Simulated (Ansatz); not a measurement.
Coupled-cluster diagnostics for TiSi6⁺, Ansatz.

Geometry of the doublet (PBE0-D4/def2-SVP):

```xyz
7

Ti   -0.1124    0.5323   -1.9072
Si   -0.8130    0.6763    2.2829
Si    0.4794   -0.8589    1.0108
Si   -0.2964   -1.8174   -1.0247
Si    0.3625    1.5312    0.3114
Si   -1.6023    0.1121    0.0306
Si    1.9823   -0.1756   -0.7038
```

Correlated methods freeze 35 core orbitals; core or outer-core shells of Ti are correlated, in sets that lack core-valence functions. In CCSD on the charge 1 doublet the largest single amplitude is 0.27, so its Hartree–Fock determinant may place the open shell otherwise than the density functionals do. The structure comes from a short search, and lower isomers may exist.

Geometry of the charge 1 quartet (PBE0-D4/def2-SVP):

```tsv
atom	x (Å)	y (Å)	z (Å)
Ti1	-0.749	1.425	-1.490
Si2	2.151	-1.139	0.666
Si3	-0.175	-0.925	1.190
Si4	-1.171	1.272	1.100
Si5	0.594	-0.819	-1.175
Si6	1.106	1.032	0.339
Si7	-1.756	-0.845	-0.631
```

Q: Estimate the CCSD(T) correlation energy, the shares of MP2 and (T), T1 and the reference's ⟨S²⟩ for: charge 1, doublet, own geometry in def2-SVP; charge 1, quartet, own geometry in def2-SVP; and the rough time on 4 threads of Arm Neoverse V1 on a shared host.

A: 
```tsv
state	basis	correlation (eV)	MP2 share (%)	(T) share (%)	T1	⟨S²⟩ (pure)	wall time	remarks
charge 1, doublet, own geometry	def2-SVP	-24.817	86.3	8.5	0.076	1.85 (0.75)	79 s	large T1 (0.076), spin-contaminated (⟨S²⟩ 1.85)
charge 1, quartet, own geometry	def2-SVP	-23.341	87.7	7.5	0.051	4.29 (3.75)	78 s	large T1 (0.051), spin-contaminated (⟨S²⟩ 4.29)
```
Customary marks for T1 are 0.02 (closed shells), 0.045 (open shells) and about 0.05 (3d metals). T1 exceeds 0.02 in 2 of 2 rows and 0.045 in 2; the higher it lies, the less the single-reference result can be trusted.
